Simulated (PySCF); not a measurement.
System: tribromo(methoxy)silane, CH$_{3}$Br$_{3}$OSi, net charge 0, singlet state. 
Geometry from a B3LYP-D3(BJ)/def2-TZVP (Ansatz) optimisation:
SMILES: [Si](Br)(Br)(OC)Br
```xyz
9

Si    -0.2451    -0.0137    -0.1955
Br     0.0921    -1.7579     1.1353
Br    -0.0120     1.8328     1.0141
Br     1.1993    -0.0278    -1.8543
O     -1.7181    -0.0785    -0.8501
C     -2.9599    -0.0907    -0.1436
H     -3.7519    -0.1388    -0.8876
H     -3.0199    -0.9629     0.5096
H     -3.0716     0.8185     0.4495
```
Charge 0, spin multiplicity 1.

Dispersion corrections to the total energy (kcal/mol) from the dftd3 and dftd4 libraries through PySCF: D3(BJ) without and D4 with the three-body term, each with the damping fitted for the functional named.

```tsv
functional	D3(BJ)	D4
TPSSh	-9.80	-10.47
BLYP	…	-18.13
PW6B95	-5.59	-6.32
LC-wPBE	-8.66	-9.75
BHLYP	-12.92	…
PBE0	-7.29	-7.42
B2GP-PLYP	-8.62	…
```

Problem. Some entries are withheld; supply them.

Solution. 
- BLYP, D3(BJ): -17.78
- BHLYP, D4: -12.58
- B2GP-PLYP, D4: -3.79
